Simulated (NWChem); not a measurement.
# C$_{2}$H$_{7}$O cation; SMILES C[OH+]C

Program: NWChem. Pople sets run with spherical d functions. All runs use the structure optimised with B3LYP/6-31G* (spherical d). Level: B3LYP/6-31G* with SMD (1 M gas to 1 M solution), gas-phase geometry. Reactions with the solvent are ignored.

Task: Estimate the computed values for solvent cyclohexane. Quantities: solvation free energy (kcal/mol); cavity-dispersion-structure term (kcal/mol).

Result: The solvation free energy (kcal/mol) comes out as -32.8 and the cavity-dispersion-structure term (kcal/mol) comes out as 0.3.
